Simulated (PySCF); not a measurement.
## Assignment exercise: C8H16Si

Bonds (- single, = double, # triple, : aromatic): C1-C2, C2-C3, C3-Si4, Si4-C5, Si4-C6, C6-C7, C7-C8, C8-C9, C5-C1, C9-Si4. C1 carries H10, H11; C2 carries H12, H13; C3 carries H14, H15; C5 carries H16, H17; C6 carries H18, H19; C7 carries H20, H21; C8 carries H22, H23; C9 carries H24, H25.

- PBE0/pcSseg-1 with gauge-including orbitals
- GFN2-xTB geometry
- run in PySCF 2.14.0 with density-fitted response routines
- rapidly exchanging positions averaged, relativity neglected, one computed conformer, no solvent

Scale: 13C (186.93 ppm) and 1H (31.72 ppm) against TMS (reference shieldings calculated alike).

(1) Assign these signals to the numbered atoms. 13C{1H} NMR (computed): δ 31.7, 15.2.

(2) Assign these signals to the numbered atoms. 1H NMR (400 MHz, computed): δ 1.58 (m, 8H), 0.70 (m, 8H).

Results:

(1) 
31.7 → C1/C2/C7/C8, sp3 CH2 in a ring: a saturated carbon with 2 carbon neighbours and no heteroatom attached
15.2 → C3/C5/C6/C9, sp3 CH2 bonded to Si

(2) 
| δ (ppm) | atoms | environment | reason |
| --- | --- | --- | --- |
| 1.58 | H10/H11/H12/H13/H20/H21/H22/H23 | hydrogen on an sp3 CH2 in a ring | – |
| 0.70 | H14/H15/H16/H17/H18/H19/H24/H25 | hydrogen on an sp3 CH2 bonded to Si | an electropositive neighbour shields it, as in TMS itself |

Shifts are as computed. Against solution values, carbons near 30 ppm lie about +3 ppm off and those near 130 ppm about +5 ppm. Of 1211 compounds with measured shifts, 218 miss one by over three times the rms of a fit or turn the order of signals round; such compounds aren't used in these exercises. No couplings were computed; multiplicities are counted from neighbouring protons, with m where these are inequivalent, close in shift, in a saturated or five-membered ring or joined by F or P, and br s for small geminal =CH2 splittings.
